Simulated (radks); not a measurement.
The numbers below are computed, except where a source is named.
Problem. These are the eigenvalues of the occupied orbitals of an atom or ion with whole-number occupations (eV). Level of theory: non-relativistic Kohn-Sham, TPSS, spin-polarised, spherical densities, point nucleus; meta-GGA in the generalised Kohn-Sham scheme (a radial shooting solver on a logarithmic mesh with Libxc functionals).

orbital  eigenvalue
1s up     -26587.88
1s down   -26587.88
2s up     -4630.496
2s down   -4620.768
2p up     -4379.496
2p down   -4372.132
3s up     -1490.104
3s down   -1478.247
3p up     -1391.258
3p down   -1378.536
3d up     -1218.731
3d down   -1203.247

Which element is it, and in what charge state? The configuration may be excited. Open shells, if any, are filled with parallel spins first.

Solution. Z = 48, cadmium, charge +24: Cd24+ in [Ar] 3d6. The list shows which subshells hold electrons but not how many an open one holds; the 1s level, -977.09 hartree, gives Z - s = 44.2 by -(Z - s)^2/2, which with screening narrows Z to a few neighbours, and the depths of the outer levels then fix element, charge and occupations together.
